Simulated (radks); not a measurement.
Results of a calculation; reference values are marked as such.
The mean radii <r> (bohr) of the occupied orbitals of an atom or ion are listed with their occupations. Level of theory: Dirac Kohn-Sham, LDA (Slater exchange, Perdew-Wang correlation), spin-unpolarised, spherical densities, point nucleus (a radial shooting solver on a logarithmic mesh with Libxc functionals).

orbital  occ.      <r>
1s1/2       2  0.02908
2s1/2       2   0.1252
2p1/2       2   0.1058
2p3/2       4   0.1112
3s1/2       2   0.3397
3p1/2       2   0.3303
3p3/2       4   0.3415
3d3/2       4   0.3127
3d5/2       6   0.3163
4s1/2       2   0.8184
4p1/2       2   0.8653
4p3/2       4   0.8957
4d3/2       4    1.093
4d5/2       6    1.108
5s1/2       2    2.392
5p1/2       2    3.139

Name the element and its charge. Open shells, if any, fill j = l - 1/2 first.

Answer. Z = 50, tin, charge 0: Sn in [Kr] 4d10 5s2 5p2. The 1s radius gives Z: for a bare nucleus <r> = (2 gamma + 1)/(2Z) with gamma = sqrt(1 - (Z/c)^2), 0.02862 bohr for Z = 50, and screening makes it slightly larger (0.02908 here). The occupations add up to 50, and the charge is Z minus that.
